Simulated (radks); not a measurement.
Results of a calculation; reference values are marked as such.
Orbital eigenvalues (eV) of the neodymium ion Nd24+, [Kr], at several levels of relativity; Dirac values are averaged over j with weights 2j + 1. Spin-unpolarised spherical Kohn-Sham, PBE, point nucleus unless stated (finite: rms radius 4.9123 fm), a radial shooting solver on a logarithmic mesh with Libxc functionals. A level marked "c x" has the speed of light scaled by that factor and shares open shells by 2j + 1; other Dirac levels either fill j = l - 1/2 first or share by 2j + 1.

[
 {"shell": "1s", "non-rel.": "-41861", "scalar-rel.": "-44147", "scalar-rel., finite nucleus": "-44141", "Dirac, 2j+1 shares": "-44106", "change of magnitude, last against first (%)": "+5.36"},
 {"shell": "2s", "non-rel.": "-7183.8", "scalar-rel.": "-7762.6", "scalar-rel., finite nucleus": "-7761.8", "Dirac, 2j+1 shares": "-7752.9", "change of magnitude, last against first (%)": "+7.92"},
 {"shell": "2p", "non-rel.": "-6849.2", "scalar-rel.": "-7018.9", "scalar-rel., finite nucleus": "-7019.0", "Dirac, 2j+1 shares": "-7028.9", "change of magnitude, last against first (%)": "+2.62"},
 {"shell": "3s", "non-rel.": "-2101.2", "scalar-rel.": "-2234.1", "scalar-rel., finite nucleus": "-2233.9", "Dirac, 2j+1 shares": "-2231.9", "change of magnitude, last against first (%)": "+6.22"},
 {"shell": "3p", "non-rel.": "-1956.1", "scalar-rel.": "-1999.4", "scalar-rel., finite nucleus": "-1999.4", "Dirac, 2j+1 shares": "-2001.4", "change of magnitude, last against first (%)": "+2.32"},
 {"shell": "3d", "non-rel.": "-1688.7", "scalar-rel.": "-1678.8", "scalar-rel., finite nucleus": "-1678.8", "Dirac, 2j+1 shares": "-1677.3", "change of magnitude, last against first (%)": "-0.68"},
 {"shell": "4s", "non-rel.": "-896.11", "scalar-rel.": "-935.13", "scalar-rel., finite nucleus": "-935.09", "Dirac, 2j+1 shares": "-934.55", "change of magnitude, last against first (%)": "+4.29"},
 {"shell": "4p", "non-rel.": "-837.36", "scalar-rel.": "-850.53", "scalar-rel., finite nucleus": "-850.53", "Dirac, 2j+1 shares": "-851.06", "change of magnitude, last against first (%)": "+1.64"}
]
